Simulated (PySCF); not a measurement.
## Energy profile

The step: Si₂H₆O ([OH][SiH2][SiH3]) + HCl → SiH₃Cl ([SiH3][Cl]) + SiH₄O ([OH][SiH3]); bonds formed: Si1–H6, Si2–Cl7; bonds broken: Si1–Si2, H6–Cl7 (atoms numbered as in the saddle structure below).

```json
{"atom": "Si1", "x (Å)": "-1.1599", "y (Å)": "0.4798", "z (Å)": "-0.3294"}
{"atom": "Si2", "x (Å)": "0.7723", "y (Å)": "-1.2579", "z (Å)": "0.1019"}
{"atom": "H3", "x (Å)": "-1.4566", "y (Å)": "0.1313", "z (Å)": "-1.7330"}
{"atom": "H4", "x (Å)": "-2.0273", "y (Å)": "-0.2212", "z (Å)": "0.6412"}
{"atom": "O5", "x (Å)": "-0.9718", "y (Å)": "2.0631", "z (Å)": "-0.0627"}
{"atom": "H6", "x (Å)": "0.4725", "y (Å)": "0.3147", "z (Å)": "0.0369"}
{"atom": "Cl7", "x (Å)": "1.9576", "y (Å)": "1.2206", "z (Å)": "0.7650"}
{"atom": "H8", "x (Å)": "0.9422", "y (Å)": "-1.5475", "z (Å)": "1.5332"}
{"atom": "H9", "x (Å)": "-0.3604", "y (Å)": "-2.0882", "z (Å)": "-0.4302"}
{"atom": "H10", "x (Å)": "1.9189", "y (Å)": "-1.3838", "z (Å)": "-0.8107"}
{"atom": "H11", "x (Å)": "-0.0874", "y (Å)": "2.2891", "z (Å)": "0.2878"}
```

Electronic energies by CCSD(T) at an estimated basis limit (MP2 extrapolated from triple and quadruple zeta, plus CCSD(T) − MP2 in triple zeta), on PBE0-D4/def2-TZVP structures; Si$_{2}$H$_{7}$ClO, singlet; no counterpoise correction. PySCF 2.14 with density fitting (its default auxiliary sets; JK sets also for MP2 and CCSD(T)); basis: def2-TZVPP and def2-QZVPP; cores frozen in the correlated methods. Extrapolation: Hartree–Fock as exp(−7.88 √X), correlation as X^−2.97.

Problem. Give the profile in eV, counted from the separated reactants. (Judge from chemistry; the value comes from the calculation.)

Solution. Computed:
```csv
point,eV
"separated: Si$_{2}$H$_{6}$O (linked as [OH][SiH2][SiH3]; Si1, Si2, H3, H4, O5, H8, H9, H10, H11; singlet) + HCl (H6, Cl7; singlet)",0.000
start structure,-0.141
saddle,1.265
end structure,-1.146
"separated: SiH$_{4}$O (linked as [OH][SiH3]; Si1, H3, H4, O5, H6, H11; singlet) + SiH$_{3}$Cl (linked as [SiH3][Cl]; Si2, Cl7, H8, H9, H10; singlet)",-1.014
```

No T1 diagnostic of these runs exceeds 0.015.

For scale, one of the runs: CCSD(T)/def2-TZVPP, 255 basis functions, launched by `OMP_NUM_THREADS=4 python run.py`. The run took 26 min on 4 CPU threads of an Intel Xeon (shared host), with 5.4 GiB of host memory at its peak.
